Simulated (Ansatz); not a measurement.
One change: `[CH3][AlH][BH]S` becomes `[CH3][AlH][BH]N`.

Ansatz, PBE0-D4/def2-TZVP geometries, multiplicity 1. Each molecule was computed in one conformer, which needn't be the lowest.

```tsv
property	`[CH3][AlH][BH]S`
HOMO–LUMO gap (B3LYP/def2-TZVPP) / eV	5.22
HOMO energy (ωB97M-V/def2-TZVPP) / eV	-9.24
LUMO energy (PBE0/def2-TZVPP) / eV	-1.58
LUMO energy (PBE/def2-TZVPP) / eV	-2.48
size of the dipole moment (B3LYP/def2-TZVPP) / D	0.92
LUMO energy (ωB97M-V/def2-TZVPP) / eV	0.23
```

Task: What does the change do to each property? (Estimate.)

Result: Ansatz gave: 
```csv
property,`[CH3][AlH][BH]N`,shift
HOMO–LUMO gap (B3LYP/def2-TZVPP) / eV,4.75,-0.47
HOMO energy (ωB97M-V/def2-TZVPP) / eV,-8.83,0.41
LUMO energy (PBE0/def2-TZVPP) / eV,-1.59,-0.01
LUMO energy (PBE/def2-TZVPP) / eV,-2.39,0.09
size of the dipole moment (B3LYP/def2-TZVPP) / D,1.77,0.85
LUMO energy (ωB97M-V/def2-TZVPP) / eV,0.12,-0.11
```

The zero-point energy changes by 46.6 kJ/mol with +3 modes. Dipoles are sizes alone; their direction can turn.

B3LYP here is the variant with VWN-RPA as its local correlation; programs differ in this.
